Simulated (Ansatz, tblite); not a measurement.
C2H7InO (SMILES [CH3][In]([CH3])[OH]): methods side by side

C2H7InO has 11 atoms, charge 0, and is taken as a singlet. As SMILES, `[CH3][In]([CH3])[OH]`. Geometry: relaxed at PBE0-D4/def2-TZVP.

Quantity: the vertical energy of the triplet above the singlet, in eV. The values are calculated.

```
                            level                   kind  program  value (eV)  less CCSD(T)/def2-SVP  CPU time (all runs)
                        IPEA1-xTB         semi-empirical   tblite        3.87                  -1.81            under 2 s
     HF/def2-SVP (core potential)           Hartree–Fock   Ansatz        4.68                  -1.00                 39 s
  SVWN5/def2-SVP (core potential)                    LDA   Ansatz        4.83                  -0.85                 29 s
   BLYP/def2-SVP (core potential)                    GGA   Ansatz        4.72                  -0.96                 56 s
 revPBE/def2-SVP (core potential)                    GGA   Ansatz        4.73                  -0.95                 51 s
 r2SCAN/def2-SVP (core potential)               meta-GGA   Ansatz        4.81                  -0.87              1.8 min
    MP2/def2-SVP (core potential)    perturbation theory   Ansatz        6.00                  +0.32                 47 s
CCSD(T)/def2-SVP (core potential)  coupled cluster or CI   Ansatz        5.68                   0.00              7.8 min
```

CCSD(T)/def2-SVP (core potential) is the highest level here, not the true value. Spin-orbit coupling is left out. The values span 3.87 to 6.00 eV. In the correlated wave-function rows the outer d shell of In is correlated, in sets not made for it. CPU times are rough (shared hosts, several kinds of processor and program).
